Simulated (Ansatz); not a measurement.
`Br[SiH2]Br` + HCl → `Cl[SiH2]Br` + HBr at 400 K and 1 bar (ligand exchange at the Si–Br bond).

Calculated with Ansatz (gas phase, PBE0-D4/def2-TZVP geometries, no zero-point term in ΔE). CBS: MP2 limit from def2 TZ/QZ plus the TZ coupled-cluster correction, frozen cores. This one scheme is used for every species. For Br outer-core shells are correlated without core-valence functions, which leaves a few kJ/mol of doubt a bond. Scalar relativity is left out up to krypton.

| species | CCSD(T)/CBS energy (Eh) | H − E (kJ/mol) | S (J/(mol·K)) |
| --- | --- | --- | --- |
| `Br[SiH2]Br` | -5437.00625 | 72.6 | 331.2 |
| HCl | -460.38127 | 29.6 | 195.4 |
| `Cl[SiH2]Br` | -3323.46904 | 73.3 | 324.7 |
| HBr | -2573.91920 | 27.6 | 207.2 |

H − E and S are ideal-gas, rigid-rotor, harmonic terms from PBE0-D4/def2-TZVP. 1 Eh = 2625.50 kJ/mol, R = 8.31446 J/(mol·K).

Task: By hand: ΔE, ΔH, ΔS and ΔG.

Result: ΔE = (-3323.46904) + (-2573.91920) − (-5437.00625) − (-460.38127) = -0.00072 Eh = -1.9 kJ/mol. Δ(H − E) = 73.3 + 27.6 − 72.6 − 29.6 = -1.3, so ΔH = -3.2 kJ/mol. ΔS = 324.7 + 207.2 − 331.2 − 195.4 = 5.3 J/(mol·K). ΔG = -3.2 − 400 × (5.3)/1000 = -5.3 kJ/mol.

Task: By hand: the equilibrium constant, and the temperature at which ΔG would vanish if ΔH and ΔS stayed fixed.

Result: log₁₀ K = −ΔG/(RT ln 10) = 0.7. ΔH and −TΔS have one sign here, so there is no such temperature. One of them is within its doubt of zero, so this could turn.

TΔS isn't small against ΔH here. The sign of ΔG lies within the doubt. A doubt of 5 kJ/mol in ΔE shifts log₁₀ K by 0.7 here. These are equilibria of isolated gas molecules and say nothing of rates. Largest T1 diagnostic: 0.008 (customary marks: 0.02 for closed shells, 0.045 for open ones).
